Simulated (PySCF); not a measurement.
All values below come from B3LYP-D3(BJ)/def2-TZVP in PySCF. All species are isolated molecules in the gas phase. B3LYP has the VWN-RPA correlation part, as in Gaussian. 

Reference species (SMILES): `N=C=N` (neutral, multiplicity 1).

| Property | Result |
|---|---|
| S1 oscillator strength | 0.001 |
| hole reorganisation energy (four-point) | 0.980 eV |

Changed species: `[Se]=C=[Se]`.

### Question
Predict the effect on the S1 oscillator strength and hole reorganisation energy (four-point).

### Answer
the S1 oscillator strength is nearly the same; the hole reorganisation energy (four-point) decreases by 0.980 eV, to 0.000 eV.
